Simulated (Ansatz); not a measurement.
Stepwise reaction of `[NH2][Zr]([NH2])([NH2])[F]` with hydrogen fluoride, as a gas-phase model of exchange steps in deposition or etching. ΔE in kJ/mol.

Calculated with Ansatz (gas phase, PBE0-D4/def2-TZVP geometries, no zero-point term in ΔE). CBS: MP2 limit from def2 TZ/QZ plus the TZ coupled-cluster correction, frozen cores. This one scheme is used for every species. Functionals use def2-TZVPP. B3LYP here is the variant with VWN-RPA as its local correlation; programs differ in this. Elements past krypton have def2 core potentials. For Zr outer-core shells are correlated without core-valence functions, which leaves a few kJ/mol of doubt a bond. Each species was taken in one conformer, which may not be the lowest.

```tsv
step	reaction	PBE-D4	B3LYP-D4	ωB97M-V	CCSD(T)/CBS
1	`[NH2][Zr]([NH2])([NH2])[F]` + H–F → `[NH2][Zr]([NH2])([F])[F]` + NH₃	-122.4	-123.4	-124.3	-114.2
2	`[NH2][Zr]([NH2])([F])[F]` + H–F → `[NH2][Zr]([F])([F])[F]` + NH₃	-119.1	-120.0	-121.3	-111.9
```

**Question.** Give the row of step 3, `[NH2][Zr]([F])([F])[F]` + H–F → `[F][Zr]([F])([F])[F]` + NH₃. (Estimate.)

**Answer.** The calculation gave: 
```
step                                                       reaction  PBE-D4  B3LYP-D4  ωB97M-V  CCSD(T)/CBS
   3  `[NH2][Zr]([F])([F])[F]` + H–F → `[F][Zr]([F])([F])[F]` + NH₃  -117.1    -117.1   -118.2       -109.7
```

**Question.** By hand: ΔE of the 3 steps together at CCSD(T)/CBS.

**Answer.** (-114.2) + (-111.9) + (-109.7) = -335.8 kJ/mol, or -111.9 kJ/mol a step.

In ΔE the steps differ by no more than 4.5 kJ/mol. All are downhill at CCSD(T)/CBS. PBE-D4 differs from CCSD(T)/CBS by -8.2 to -7.2 kJ/mol a step. Isolated molecules leave out the surface, adducts and barriers. Largest T1 diagnostic: 0.018.
